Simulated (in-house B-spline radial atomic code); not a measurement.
Atomic self-consistent-field run: Au²⁺ (with a hole in an inner shell). Level of theory: Dirac-Hartree-Fock, average of the jj configuration, Fermi nucleus of rms radius 5.4371 fm; calculated with an all-electron radial atomic-structure program (B-spline basis).

In the input, a minus or plus after the letter marks the j = l - 1/2 or j = l + 1/2 subshell.

Command:
```bash
python run_scf.py task.json out
```
Settings (nuclear radius in fm, mass in u):
```
Z                79
configuration    1s2 2s2 2p6 3s2 3p6 3d10 4s2 4p6 4d10 4f-6 4f+7 5s2 5p-1 5p+4 5d10 6s1
hamiltonian      dirac
method           hf
spin_polarised   False
nucleus          fermi
rms_radius       5.4371
atomic_mass      196.96657
speed_of_light   137.035999084
```

Output (hartree, bohr):
```
 radial grid: 81 intervals, B-splines of order 8, outer radius 60 bohr

 iter        energy (Eh)    residual
    1      -19027.625675    8.68e-01
    2      -19028.566038    6.12e-02
    3      -19028.646587    1.89e-02
    4      -19028.651747    8.02e-03
    5      -19028.652889    1.56e-03
    6      -19028.652959    4.50e-04
    7      -19028.652962    6.44e-05
    8      -19028.652962    3.97e-05
    9      -19028.652962    2.58e-06
   10      -19028.652962    6.25e-07

 total energy                    -19028.65296
 kinetic                           21839.2002
 electron-nucleus                 -47813.9524
 electron-electron                  6946.0992

 first-order corrections (not in the total)
   Gaunt                            24.2411
   retardation                      -2.5711
   frequency dependence             -0.4665
   self-energy                      18.0739
   Uehling                          -3.6620
   Wichmann-Kroll                    0.1600
   recoil                            0.0321

 orbital      occ     eigenvalue          <r>       <r^2>       <1/r>       r_max    small
 1s1/2      2.000     -2987.7517    0.0168673 0.000393284     95.6783     0.01042  9.00e-02
 2s1/2      2.000      -533.8312    0.0704268   0.0059339     23.5296     0.06035  2.06e-02
 2p1/2      2.000      -510.9070    0.0580623  0.00421345     23.4428     0.04453  2.07e-02
 2p3/2      4.000      -443.3480    0.0665717  0.00539752     19.1249     0.05186  1.84e-02
 3s1/2      2.000      -129.7899     0.182956   0.0384336     8.64993      0.1697  6.91e-03
 3p1/2      2.000      -119.5448     0.173552   0.0351625     8.54679      0.1586  6.84e-03
 3p3/2      4.000      -104.4252     0.189018   0.0415029     7.42978      0.1734  6.19e-03
 3d3/2      4.000       -87.6642     0.164967    0.031961     7.30657      0.1353  6.04e-03
 3d5/2      6.000       -84.4164     0.169645   0.0336673      7.0529      0.1394  5.87e-03
 4s1/2      2.000       -30.7466     0.405871     0.18592     3.64912      0.3828  2.33e-03
 4p1/2      2.000       -26.3390     0.409089    0.190412     3.53426      0.3817  2.23e-03
 4p3/2      4.000       -22.6320      0.44038    0.220351     3.17009      0.4109  2.01e-03
 4d3/2      4.000       -15.4533     0.448009    0.231761     2.96896      0.4042  1.81e-03
 4d5/2      6.000       -14.6896     0.459051    0.243135     2.87742      0.4136  1.74e-03
 4f5/2      6.000        -5.4400     0.481836    0.278299      2.5235      0.3719  1.38e-03
 4f7/2      7.000        -5.2727     0.488891    0.286643     2.48665      0.3766  1.35e-03
 5s1/2      2.000        -5.8582      0.92384     0.95659     1.47331      0.8458  5.76e-04
 5p1/2      1.000        -4.4308     0.989837     1.10519     1.36186      0.8906  5.07e-04
 5p3/2      4.000        -3.7079      1.07654     1.30736     1.22566      0.9626  4.33e-04
 5d3/2      4.000        -1.4615      1.37336     2.18492    0.948624       1.134  2.69e-04
 5d5/2      6.000        -1.4360      1.40285     2.27742    0.925867        1.16  2.59e-04
 6s1/2      1.000        -1.0169       2.4014     6.47645    0.532219       2.118  9.19e-05
```

Cost of the run: 1.8 s on 1 thread of Arm Neoverse V1, with other jobs on the host.

For the Dirac Hamiltonian the kinetic term is c α·p + (β - 1)c².
